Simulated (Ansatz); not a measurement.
Consider the isomerisation: `C=[CH][AlH][OH]` → `O/C=[CH]\[AlH2]`.

Isolated molecules relaxed with PBE0-D4/def2-TZVP in Ansatz; ΔE leaves out vibrations. CCSD(T)/CBS adds triple-zeta CCSD(T) − MP2 to the extrapolated MP2 energy (def2 sets, frozen cores). Functionals use def2-TZVPP. One conformer a species, not always the lowest.

```
    level  ΔE (kcal/mol)
r2SCAN-D4           40.2
     PBE0           38.9
```

(1) What does CCSD(T)/CBS give? (Estimate.)

Largest T1 diagnostic among the species: 0.013.

Results:

(1) Computed: +44.4 kcal/mol. The listed levels differ from it by -4.2, -5.5 kcal/mol.

From BLYP to BHLYP (50 % exact exchange), in def2-TZVPP and without D4, ΔE moves by +2.3 kcal/mol. At CCSD(T), def2-SVP lies −5.1 kcal/mol from the extrapolated value and def2-TZVPP −0.8 kcal/mol.
